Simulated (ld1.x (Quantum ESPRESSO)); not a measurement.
# Reading a pseudo-wave (vanadium (V))

Columns: radius, all-electron u(r) and pseudo u(r) of the 4p shell (level -2.22 eV) of vanadium in the configuration [Ar] 3d3 4s1 4p1; BP86, scalar-relativistic, TM scheme, ld1.x (Quantum ESPRESSO) 7.5.

```tsv
r (bohr)	all-electron	pseudo
0.145	0.1126	0.0019
0.290	0.0449	0.0076
0.435	-0.0832	0.0169
0.580	-0.1696	0.0299
0.725	-0.1970	0.0464
0.870	-0.1777	0.0662
1.015	-0.1290	0.0892
1.160	-0.0650	0.1151
1.305	0.0047	0.1438
1.450	0.0744	0.1750
1.595	0.1405	0.2083
1.740	0.2014	0.2434
1.885	0.2561	0.2796
2.030	0.3046	0.3159
2.175	0.3468	0.3513
2.320	0.3831	0.3844
2.465	0.4138	0.4140
2.610	0.4392	0.4393
2.755	0.4599	0.4599
2.900	0.4761	0.4761
3.045	0.4883	0.4883
3.190	0.4969	0.4969
3.335	0.5022	0.5022
3.480	0.5045	0.5045
3.625	0.5044	0.5044
3.770	0.5020	0.5020
```

How many radial nodes do the two functions have?

The all-electron 4p function has n − l − 1 = 2; the pseudo-wave has 0, since the states of the same l below it are removed with the core.

At about which radius was the pseudo-wave matched?

2.75 bohr. The columns agree to 0.0005 from 2.46 bohr on; several derivatives are matched, so the curves merge somewhat inside the radius.

Where does each function peak?

Outermost all-electron maximum near 3.48 bohr, pseudo maximum near 3.48 bohr (to the table’s step).

Is the pseudo-wave norm-conserving?

Yes: the TM scheme keeps the norm inside the radius equal to the all-electron one, which fixes the energy derivative of the logarithmic derivative at the level.
